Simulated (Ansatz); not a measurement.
```yaml
crystal:
  periodic: [false, false, false]
  atoms:
    - {symbol: C, position_ang: [0.053555, -2.763582, 0.120511]}
    - {symbol: Se, position_ang: [-1.523239, 0.736571, -0.388969]}
    - {symbol: Ti, position_ang: [-1.523239, 0.436571, -0.688969]}
    - {symbol: F, position_ang: [-3.172422, -0.427469, -0.070232]}
    - {symbol: F, position_ang: [-1.612611, 1.804593, -2.092325]}
    - {symbol: Se, position_ang: [-0.377055, 1.440049, 1.522465]}
    - {symbol: C, position_ang: [1.351166, 2.353134, 0.515832]}
    - {symbol: H, position_ang: [0.569083, -2.242630, 1.094190]}
    - {symbol: H, position_ang: [0.649051, -3.782340, -0.185265]}
    - {symbol: H, position_ang: [-1.115873, -3.022622, 0.344102]}
    - {symbol: H, position_ang: [0.977909, 3.057439, -0.405754]}
    - {symbol: H, position_ang: [1.921685, 3.035342, 1.349565]}
    - {symbol: H, position_ang: [2.087036, 1.471304, 0.108289]}
basis:
  gaussian: {orbitals: def2-mTZVPP}
magnetization: {spin_polarized: true, initial_magnetization: 2}
hamiltonian: {xc: {name: SVWN5}}
accuracy: high
```

```sh
$ ansatz run in.yaml --threads 4 --pin off --events-out ev --progress --plain --max-ram 41984MiB --backend cpu
```

It prints (some lines left out):

```
Functional definition: SVWN5
4393 factors; integrals over basis functions are off by at most 6.5e-8 eV
mean field evaluation 1: about -158607.8105 eV, gradient 2.5e2 eV
mean field evaluation 2: about -154698.7248 eV, gradient 7.9e2 eV
mean field evaluation 4: about -157523.5992 eV, gradient 3.4e2 eV
mean field evaluation 8: about -158789.1518 eV, gradient 5.6e0 eV
mean field evaluation 16: about -158789.3172 eV, gradient 8.0e-7 eV
mean field -158789.31719601 eV, -5835.3997756883 hartree, gradient 2.1e-8 eV, S^2 2.004342; 4 other end points of the search recorded, 0 dependent functions left out
reference -158789.31720211 eV, -5835.3997759128 hartree; 64, 62 occupied and 157, 159 virtual orbitals, 4393 factors
Total energy: -158789.31720211 eV, -5835.3997759128 hartree
```

In this input one atom was put on top of another. The calculation finished and met its thresholds. The result belongs to that input, not to the molecule as meant.
